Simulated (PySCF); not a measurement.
H₂O₂Te. Atoms are numbered in the order given.

```xyz
5

Te     0.0000     0.0000    -0.3379
O     -1.5086     0.1143     0.9468
H     -1.7299    -0.7973     1.2120
O      1.5086    -0.1143     0.9468
H      1.7299     0.7973     1.2120
```

Geometry: PBE-D3(BJ)/def2-TZVP. The def2 effective core potentials stand for the cores of Te; spin–orbit coupling is left out. One conformer was computed; it need not be the lowest.

Calculation: PySCF 2.14.0 with TDA-CAM-B3LYP/def2-SVPD.

Vertical excitations. Gas-phase values at a fixed geometry. State labels are in the subgroup C2.

Problem. List the lowest excited states. (An estimate is asked for; the answer gives what the named calculation found.)

Solution. 
| state | symmetry | energy (eV) | λ (nm) | f | main pairs |
|---|---|---|---|---|---|
| S1 | A | 3.09 | 401 | 0.000 | HOMO→LUMO 96 % |
| S2 | B | 3.70 | 335 | 0.007 | HOMO→LUMO+1 96 % |
| S3 | B | 5.57 | 223 | 0.112 | HOMO→LUMO+2 98 % |
| S4 | B | 6.14 | 202 | 0.001 | HOMO−2→LUMO+1 50 %, HOMO−1→LUMO 43 % |
| S5 | A | 6.17 | 201 | 0.010 | HOMO−2→LUMO 84 % |
| S6 | A | 6.30 | 197 | 0.014 | HOMO→LUMO+3 91 % |
| S7 | A | 6.53 | 190 | 0.050 | HOMO−1→LUMO+1 83 % |
| S8 | B | 6.76 | 183 | 0.022 | HOMO→LUMO+4 92 % |
| S9 | A | 6.90 | 180 | 0.013 | HOMO→LUMO+5 93 % |
| S10 | B | 7.36 | 168 | 0.130 | HOMO−1→LUMO 39 %, HOMO−2→LUMO+1 28 %, HOMO→LUMO+8 8 %, HOMO−4→LUMO+1 8 % |
| T1 | A | 2.37 | 524 | 0 | HOMO→LUMO 94 % |
| T2 | B | 2.70 | 458 | 0 | HOMO→LUMO+1 92 % |
| T3 | B | 5.32 | 233 | 0 | HOMO−1→LUMO 70 %, HOMO→LUMO+2 13 % |
| T4 | B | 5.38 | 231 | 0 | HOMO→LUMO+2 82 % |
Triplets are in the Tamm–Dancoff approximation.
